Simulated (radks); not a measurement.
Problem. Neutral magnesium, [Ne] 3s2. All-electron calculation, non-relativistic Kohn-Sham, exchange-only LDA, spin-polarised, spherical densities, point nucleus. Program: a radial shooting solver on a logarithmic mesh with Libxc functionals. Every spin shell is full or empty, so the densities are truly spherical. Functionals are evaluated on that one density, not self-consistently. Rank these orbital-free kinetic functionals by their error against the exact value of the orbitals, and give that value: Thomas-Fermi, von Weizsacker, LC94, APBEK, revAPBEK, Perdew 92, DePristo-Kress, Ernzerhof.

Solution. Exact: 198.249 hartree. From best to worst, with 100 (|E| - |E exact|)/|E exact| (equal figures are ties): LC94 +0.03, Ernzerhof +0.14, DePristo-Kress -0.15, APBEK +0.17, revAPBEK +0.59, Perdew 92 -0.60, Thomas-Fermi -7.96, von Weizsacker -33.87.
